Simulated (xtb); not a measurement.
germanium monotelluride (GeTe), SMILES [Ge]=[Te] (connectivity only; charge and spin as stated), neutral, multiplicity 1. All values are semi-empirical tight-binding results from xtb (GFN2-xTB unless named), good for trends rather than for accurate numbers. Geometry: GFN2-xTB.

Optimised geometry:

Bonds (Å): Ge1–Te2 2.355.
Charge 0, spin multiplicity 1.

For metal compounds this method's bond lengths and energies can be far off.

### Question
Estimate the properties. (An estimate is asked for; the answer gives what the named calculation found.)

### Answer

```json
{
  "point_group_as_xtb_finds_it": "C∞v",
  "orbital_gap": "2.54 eV"
}
```

Computed atomic charges and the Wiberg bond orders between heavy atoms:
charges (e) Ge1 0.10, Te2 -0.10. Bond orders Ge1–Te2 2.54.
